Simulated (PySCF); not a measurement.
Positional isomers: azulene hydroxy+boryl. Isolated molecules, 0 K electronic values unless said otherwise. One relaxed conformer stands for each flexible species; it need not be the lowest. Strings in code marks are SMILES.

The four lowest singlet excitations (Tamm–Dancoff). These are ωB97X-D3(BJ)/def2-TZVP // PBE0-D3(BJ)/def2-SVP run with PySCF values and carry that method's errors. Excitations are Tamm–Dancoff values on a coarser integration grid. The basis has no diffuse functions, so Rydberg states are missing or too high.

```
state  energy (eV)  wavelength (nm)  oscillator strength
-----  -----------  ---------------  -------------------
S1            2.53              489                0.011
S2            3.59              346                0.182
S3            4.77              260                0.110
S4            5.41              229                0.982
```

### Question
Name which member gives these states.
A) `Bc1ccc2cc(O)cccc1-2`
B) `Bc1c(O)cc2cccccc1-2`
C) `Bc1ccc2cc(O)cc-2cc1`
D) `Bc1c(O)cccc2cccc1-2`

### Answer
C, `Bc1ccc2cc(O)cc-2cc1`
